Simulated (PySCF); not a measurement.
C₄, SMILES [C]1[C+]2[C][C-]12 (connectivity only; charge and spin as stated), neutral, multiplicity 1. Atoms are numbered in the order given.

```xyz
4

C      0.0000     0.7466     0.0000
C      0.0000    -0.7466     0.0000
C      0.0000     0.0000    -1.2332
C      0.0000     0.0000     1.2332
```

Coordinates come from a B3LYP-D3(BJ)/def2-TZVP optimisation.

Calculation: HF/def2-TZVPD (PySCF).

ESP charges are fitted to the potential on shells at 1.4 to 2.0 van der Waals radii. Atomic charges (e):

```json
[
 {"atom": "C1", "ESP fit": "[?]", "IAO": "-0.02"},
 {"atom": "C2", "ESP fit": "[?]", "IAO": "-0.02"},
 {"atom": "C3", "ESP fit": "[?]", "IAO": "0.02"},
 {"atom": "C4", "ESP fit": "[?]", "IAO": "0.02"}
]
```

Question: Complete the blanks. (The exact figures need the calculation; the answer reports its results.)

Answer: 
- C1, ESP fit: 0.30
- C2, ESP fit: 0.30
- C3, ESP fit: -0.30
- C4, ESP fit: -0.30
